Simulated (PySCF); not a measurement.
An unknown is described by computed data only.

Formula: C5H5F3O.

| Quantity | Value |
| --- | --- |
| Triplet | lowest triplet excitation (Tamm–Dancoff): 5.35 eV [TDA CAM-B3LYP/def2-SVPD] |
| NMR, other nuclei | isotropic shieldings of nuclei other than C and H, by class: 309 (1 O), 261 (3 F) ppm [GIAO PBE0/pcSseg-1] |
| Dipole | 1.79 D [CAM-B3LYP/def2-SVPD] |
| Rotational structure | rotational constants A, B, C: 2.182, 1.336, 0.991 GHz [PBE0-D3(BJ)/def2-SVP] |
| 13C NMR | chemical shifts (computed TMS as zero) by class: 129.0 (1 C), 81.7 (1 C), 81.0 (1 C), 62.3 (1 C), 43.4 (1 C) ppm [GIAO PBE0/pcSseg-1] |
| Polarisability | 64.6 au [CAM-B3LYP/def2-SVPD] |
| Couplings | largest of the computed one-bond spin–spin couplings (means over like bonds): 19F–13C -345.8 (×3), 13C–1H +276.2, 13C–1H +154.5, 13C–1H +150.4, 13C–1H +140.8, 17O–1H -72.9 Hz [B3LYP/pcJ-1, spin–dipole term left out for some pairs] |
| UV, first state | lowest singlet excitation: 6.45 eV (192 nm, f = 0.000) [TDDFT CAM-B3LYP/def2-SVPD] |
| UV, strongest line | among the 10 lowest singlet transitions: S7 at 8.39 eV (148 nm, f = 0.074) [TDDFT CAM-B3LYP/def2-SVPD] |

Electronic properties: PySCF, gas phase, density fitting. Levels stand in brackets. Geometry: PBE0-D3(BJ)/def2-SVP, one conformer, isolated molecule. NMR values are class means; diastereotopic atoms form classes of their own.

Task: What is the compound? Reason from the data.

Result: Numbering: `[CH:1]#[C:2][C@@H:3]([CH2:4][OH:5])[C:6]([F:7])([F:8])[F:9]`. Its formula, C5H5F3O, gives 2 degrees of unsaturation: 0 rings and 2 π bonds in the structure found. 5 carbons fall into 5 classes; from least to most shielded: CF3 carbon [C6] (129.0 ppm), terminal alkyne carbon [C1] (81.7 ppm), alkyne carbon [C2] (81.0 ppm), carbinol carbon (C–OH) [C4] (62.3 ppm), propargylic carbon [C3] (43.4 ppm). The other shieldings belong to: 309 ppm, alcohol oxygen [O5]; 261 ppm, fluorine of a CF3 group [F7/F8/F9]. The couplings run between: -345.8 Hz, fluorine of a CF3 group [F7] and CF3 carbon [C6] (with 2 like pairs); +276.2 Hz, terminal alkyne carbon [C1] and its hydrogen; +154.5 Hz, carbinol carbon (C–OH) [C4] and its hydrogen; +150.4 Hz, carbinol carbon (C–OH) [C4] and its hydrogen; +140.8 Hz, propargylic carbon [C3] and its hydrogen; -72.9 Hz, alcohol oxygen [O5] and its hydrogen. The optimised geometry has point group C1 and is an asymmetric top. Structure: `C#C[C@@H](CO)C(F)(F)F`. Computed isomers that give other values at the same levels: `C=CO/C=C(\F)C(F)F` (rotational constant A: 3.675 GHz; this holds for the one conformer computed); `O=C1CC(C(F)(F)F)C1` (rotational constant A: 3.716 GHz; this holds for the one conformer computed); `C=CCC(=O)C(F)(F)F` (rotational constant A: 3.272 GHz; this holds for the one conformer computed). The assignments are read from this structure; whether some other isomer fits the data as well wasn't checked. The mirror image fits equally.

Conformer computed: `[CH:1]#[C:2][C@@H:3]([CH2:4][OH:5])[C:6]([F:7])([F:8])[F:9]`: C2–C3–C4–O5 -59°, C2–C3–C6–F7 -63°, H–O5–C4–C3 63°.
